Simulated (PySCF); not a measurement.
2-methylbut-2-ene (C5H10), SMILES CC=C(C)C. The structure is a stationary point at PBE-D3(BJ)/def2-SVP.

The numbers are results of PBE-D3(BJ)/def2-SVP run with PySCF 2.14.0, not measurements.

Harmonic wavenumbers (cm⁻¹): 123, 157, 181, 260, 287, 375, 442, 515, 768, 793, 922, 936, 965, 1006, 1030, 1047, 1104, 1204, 1298, 1341, 1347, 1357, 1390, 1397, 1401, 1410, 1413, 1417, 1705, 2945, 2953, 2955, 3009, 3014, 3015, 3054, 3065, 3073, 3080. Rotational constants (GHz): 7.975, 3.479, 2.538; symmetry number 1.

Question: Work out the zero-point energy and the ideal-gas rigid-rotor harmonic-oscillator thermochemistry at 298.15 K and 1 atm.

Answer: ZPE = ½ Σ hcν = ½ × 57755 cm⁻¹ = 82.57 kcal/mol. H − E(el) = 87.55 kcal/mol. Entropy in cal/(mol K): translation 38.66, rotation 25.93, vibration 14.97, total 79.56. G − E(el) = 63.83 kcal/mol. Cp = 26.62 cal/(mol K). Modes under 150 cm⁻¹ make the vibrational entropy uncertain.
